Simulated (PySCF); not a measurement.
A GIAO shielding run with PySCF 2.14 (density fitting, non-relativistic, gas phase) on SMILES CCN1CC[C@H]([SiH3])N1C, C6H16N2Si:

```
$ OMP_NUM_THREADS=1 python probes_run.py task.json out

{"job": {"kind": "nmr", "xc": "PBE0", "basis": "pcSseg-1"}, "charge": 0, "multiplicity": 1}
C     -2.833516    -0.848359    -0.499774
C     -1.523604    -0.849644     0.278518
N     -0.731326     0.315124    -0.062383
C     -0.120525     0.267555    -1.389778
C      1.325373     0.725335    -1.199133
C      1.580191     0.353000     0.266330
Si     2.134392    -1.455549     0.542740
N      0.283290     0.555039     0.920883
C      0.114024     1.890807     1.468963
H     -3.469035    -1.661922    -0.159485
H     -2.652695    -0.971714    -1.564786
H     -3.352695     0.093852    -0.346463
H     -1.731198    -0.782322     1.348406
H     -0.980817    -1.793130     0.095522
H     -0.673939     0.921397    -2.070145
H     -0.146893    -0.754042    -1.792466
H      2.008490     0.230575    -1.887420
H      1.409221     1.804852    -1.344640
H      2.312208     1.027632     0.717973
H      1.465560    -2.365100    -0.391296
H      1.811932    -1.820042     1.918134
H      3.574722    -1.538402     0.279707
H     -0.906261     1.976975     1.838530
H      0.289059     2.689792     0.737136
H      0.803108     2.012435     2.304063
```

Hardware: 1 thread of an Arm Neoverse V1, shared host. The job also computes population analyses, field gradients, ring-centre shieldings.

Problem. How large is the calculation?

Solution. 80 electrons, 240 basis functions and 1255 auxiliary functions.

Problem. How long does it take, and how much memory does it need?

Solution. 59 s of wall time, with 13 SCF cycles and 4 response iterations; peak memory 1.2 GiB. Times on a shared host scatter by some tens of per cent.
